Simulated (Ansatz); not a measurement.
Reaction (formal exchange of groups at the Si–O bond): `CO[SiH]` + `CC(C)CO` → `CC(C)[SiH]` + `COCO`

Isolated molecules relaxed with PBE0-D4/def2-TZVP in Ansatz; ΔE leaves out vibrations. CCSD(T)/CBS adds triple-zeta CCSD(T) − MP2 to the extrapolated MP2 energy (def2 sets, frozen cores). This one scheme is used for every species. Functionals use def2-TZVPP. B3LYP here is the variant with VWN-RPA as its local correlation; programs differ in this. Each species was taken in one conformer, which may not be the lowest.

(1) Is it downhill or uphill in electronic energy at CCSD(T)/CBS, and by how much? (Best estimate.)

(2) What do these levels give: r2SCAN-D4, ωB97M-V, r2SCAN, PBE0, B3LYP, HF/def2-TZVPP, MP2/def2-TZVPP, SCS-MP2/def2-TZVPP, CCSD/def2-TZVPP, MP2/def2-QZVPP, HF/CBS(def2), MP2/CBS(def2)? (An estimate is asked.)

Largest T1 diagnostic among the species: 0.015.

Answers

(1) Computed: Uphill: ΔE = +166.1 kJ/mol.

(2) The calculation gave: r2SCAN-D4 151.6, ωB97M-V 160.4, r2SCAN 151.5, PBE0 146.8, B3LYP 166.2, HF/def2-TZVPP 183.6, MP2/def2-TZVPP 164.5, SCS-MP2/def2-TZVPP 170.2, CCSD/def2-TZVPP 168.9, MP2/def2-QZVPP 165.9, HF/CBS(def2) 185.4, MP2/CBS(def2) 166.0 kJ/mol.

From PBE to PBE0 (25 % exact exchange), in def2-TZVPP and without D4, ΔE moves by +3.8 kJ/mol. In def2-TZVPP, CCSD(T) changes the Hartree–Fock value by −19.1 kJ/mol (the triples alone add −4.4 kJ/mol) and MP2 by −19.2 kJ/mol.
